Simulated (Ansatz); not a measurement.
Two isomers of C3H9NSi: A = `C=NC[SiH2]C`, B = `C=C[SiH2]CN`.

Calculated with Ansatz (gas phase, PBE0-D4/def2-TZVP geometries, no zero-point term in ΔE). CCSD(T)/CBS adds triple-zeta CCSD(T) − MP2 to the extrapolated MP2 energy (def2 sets, frozen cores). DFT in def2-TZVPP. B3LYP here is the variant with VWN-RPA as its local correlation; programs differ in this. Each species was taken in one conformer, which may not be the lowest.

Problem. Which is lower in electronic energy at CCSD(T)/CBS, and by how much? (An estimate is asked.)

Solution. The calculation gave: A, by 21.3 kJ/mol.

Problem. Give E(B) − E(A) in kJ/mol with CCSD/def2-TZVPP, CCSD(T)/def2-SVP, ωB97M-V, B3LYP, HF/def2-TZVPP, MP2/def2-TZVPP, r2SCAN-D4. (Best estimate.)

Solution. Computed: CCSD/def2-TZVPP 24.9, CCSD(T)/def2-SVP 37.1, ωB97M-V 24.9, B3LYP 26.9, HF/def2-TZVPP 23.8, MP2/def2-TZVPP 27.2, r2SCAN-D4 28.8. None reverses the order clearly.

Problem. Does the order hold for the free energy at 298.15 K (harmonic terms from PBE0-D4)? (Estimate.)

Solution. Ansatz gave: Yes: G(B) − G(A) = +25.4 kJ/mol, for one conformer each. Modes under 60 cm⁻¹, often nearly free rotors, make the harmonic entropy too high.

Largest T1 diagnostic: 0.011.

Leaving LDA and LC-ωPBE aside and taking each functional with its dispersion term where it has one, the values, not all of them listed here, spread over 6.1 kJ/mol, from BHLYP-D4 to B97M-V. At CCSD(T), def2-SVP lies +15.8 kJ/mol from the extrapolated value and def2-TZVPP +4.6 kJ/mol.
